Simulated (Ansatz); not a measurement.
`C[SiH2][SnH2][CH3]`, relaxed with RKS PBE0-D4/def2-TZVP in Ansatz from a PBE-D4/def2-SVP geometry. The force threshold is 0.005 eV/Å; the program also tests the step.

Charge 0, multiplicity 1. Sn: def2 effective core potential.

Start:

```xyz
14

C    -0.931   -1.721   -1.127
Si   -1.599   -0.235   -0.151
Sn    0.273    1.517    0.198
C     2.020    0.571    1.096
H    -0.081   -2.189   -0.592
H    -1.719   -2.490   -1.265
H    -0.575   -1.406   -2.129
H    -2.098   -0.690    1.198
H    -2.766    0.389   -0.874
H     0.753    2.208   -1.322
H    -0.239    2.822    1.218
H     1.761    0.184    2.099
H     2.361   -0.268    0.460
H     2.840    1.308    1.192
```

```tsv
step	energy (eV)	largest force (eV/Å)	largest move (Å)
1	-15941.5618	0.491	0.000
2	-15941.6051	0.238	0.054
3	-15941.6135	0.046	0.026
4	-15941.6137	0.019	0.011
5	-15941.6139	0.004	0.012
6	-15941.6140	0.008	0.013
7	-15941.6140	0.009	0.014
8	-15941.6141	0.006	0.008
9	-15941.6141	0.003	0.007
10	-15941.6141	0.009	0.013
11	-15941.6142	0.014	0.023
12 (rejected)	-15941.6140	0.031	0.045
13	-15941.6142	0.011	0.022
14 (rejected)	-15941.6141	0.017	0.022
15	-15941.6142	0.006	0.008
16	-15941.6143	0.004	0.002
```

End:

```xyz
14

C    -0.969   -1.715   -1.162
Si   -1.561   -0.257   -0.135
Sn    0.299    1.481    0.180
C     2.015    0.606    1.132
H    -0.120   -2.207   -0.682
H    -1.766   -2.452   -1.283
H    -0.654   -1.387   -2.155
H    -2.003   -0.732    1.208
H    -2.738    0.384   -0.787
H     0.795    2.112   -1.337
H    -0.236    2.803    1.129
H     1.738    0.212    2.110
H     2.407   -0.208    0.521
H     2.793    1.358    1.260
```

It took 21 s on 2 threads of an AMD EPYC 7R13 on a shared host and a share of an NVIDIA H100 80 GB, with 0.9 GiB of host memory at the peak.
